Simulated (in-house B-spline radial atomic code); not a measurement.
Radial electron density of Ce⁴⁺, [Kr] 4d9 5s2 5p6 6s1. Computed with a radial B-spline atomic code at the basis-set limit: scalar-relativistic (X2C) TPSSh, spin-polarised, spherical fractional occupations, exact exchange averaged over the configuration, Fermi nucleus of rms radius 4.8771 fm.

One-electron X2C: radii and densities carry no picture-change correction, so inner-shell <1/r> comes out high (for 1s by about 2 % at Z = 33, 5 % at 54, 10 % at 75, 30 % at 118) and <r> low.

Columns: r (bohr), 4πr²n(r) (electrons per bohr), bar.

```
0.000666    2.246 #
 0.00083    3.152 #
 0.00103    4.377 ##
 0.00129    6.133 ###
  0.0016    8.415 ####
   0.002    11.59 #####
 0.00249     15.7 #######
  0.0031       21 #########
 0.00386    27.66 ############
 0.00481    35.74 ################
 0.00599       45 ####################
 0.00747       55 #########################
  0.0093    64.58 #############################
  0.0116    72.45 ################################
  0.0144    76.85 ##################################
   0.018     76.9 ##################################
  0.0224    73.02 #################################
  0.0279    68.05 ##############################
  0.0347    66.74 ##############################
  0.0433     73.2 #################################
  0.0539    86.33 #######################################
  0.0672    98.25 ############################################
  0.0837    98.55 ############################################
   0.104    86.24 #######################################
    0.13    73.88 #################################
   0.162    76.15 ##################################
   0.201    85.75 ######################################
   0.251       80 ####################################
   0.313    54.05 ########################
   0.389     33.1 ###############
   0.485    32.13 ##############
   0.604    35.18 ################
   0.753    26.68 ############
   0.937    15.19 #######
    1.17    10.16 #####
    1.45    8.289 ####
    1.81    5.166 ##
    2.26    2.232 #
    2.81   0.9289 
     3.5    0.417 
    4.36   0.1296 
    5.43  0.02056 
    6.77 0.001299 
    8.43 2.78e-05 
    10.5 1.358e-07
```

On this grid the curve has 4 maxima, near 0.018, 0.0837, 0.201, 0.604 bohr.

The 6s up radial function P(r) = rR(r), positive near the nucleus:

```tsv
r (bohr)	P
0.000345	0.01006
0.000535	0.0142
0.00083	0.01992
0.00129	0.02773
0.002	0.03799
0.0031	0.05081
0.00481	0.06535
0.00747	0.07848
0.0116	0.08287
0.018	0.06589
0.0279	0.01392
0.0433	-0.0692
0.0672	-0.1264
0.104	-0.05531
0.162	0.1345
0.251	0.1394
0.389	-0.1741
0.604	-0.1813
0.937	0.3177
1.45	0.219
2.26	-0.5483
3.5	-0.6072
5.43	-0.1432
8.43	-0.005273
```
